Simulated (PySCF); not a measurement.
Field gradients at the hydrogen positions

Compound: C8H11P.
Atom-mapped SMILES: `[CH3:1][CH2:2][c:3]1[cH:4][p:5][cH:6][cH:7][c:8]1[CH3:9]` (hydrogens: H10, H11, H12 on C1; H13, H14 on C2; H15 on C4; H16 on C6; H17 on C7; H18, H19, H20 on C9)

Geometry (PBE0-D3(BJ)/def2-SVP, Å), atoms numbered from 1 in this order:
```xyz
20
C8H11P angstrom
C     -2.2148    0.3457   -0.7350
C     -1.2117    0.7506    0.3432
C      0.0387   -0.0973    0.3169
C      0.0595   -1.2571    1.0945
P      1.3194   -2.4431    1.2039
C      2.4586   -1.7397    0.1035
C      2.2676   -0.5506   -0.5890
C      1.1251    0.2579   -0.5136
C      1.0864    1.5229   -1.3251
H     -1.7864    0.4418   -1.7446
H     -3.1197    0.9707   -0.6915
H     -2.5192   -0.7046   -0.6088
H     -1.6858    0.6510    1.3323
H     -0.9565    1.8157    0.2324
H     -0.8258   -1.4481    1.7130
H      3.4021   -2.2741   -0.0503
H      3.0713   -0.2091   -1.2510
H      2.0006    1.6337   -1.9237
H      0.2295    1.5452   -2.0163
H      0.9990    2.4141   -0.6822
```

Level: PBE0/pcSseg-1 (PySCF, non-relativistic); Q(2H) = 0.00286 b; rigid geometry, the same for H and D, with no vibrational averaging.

**Question.** Rank these positions by the coupling χzz of a deuteron there, largest first.
A. H16 (aromatic hydrogen)
B. H11 (methyl hydrogen)
C. H13 (methylene hydrogen)

**Answer.** A (203 kHz), B (197 kHz), C (192 kHz).

**Question.** What are Vzz, η and χzz (234.96 MHz × Q × Vzz) at all hydrogens?

**Answer.** 
```csv
atom,bonded to,bond length (Å),Vzz (au),η,χzz (kHz)
H10,C1,1.101,0.2918,0.03,196
H11,C1,1.101,0.2925,0.02,197
H12,C1,1.101,0.2901,0.03,195
H13,C2,1.101,0.2858,0.02,192
H14,C2,1.101,0.2871,0.03,193
H15,C4,1.097,0.2985,0.08,201
H16,C6,1.095,0.3022,0.07,203
H17,C7,1.096,0.2964,0.08,199
H18,C9,1.098,0.2937,0.04,197
H19,C9,1.101,0.2904,0.03,195
H20,C9,1.102,0.2887,0.02,194
```

Geometry: PBE0-D3(BJ)/def2-SVP, one conformer, isolated molecule. The basis is small and wasn't made for field gradients, so the couplings can be 20 % off.
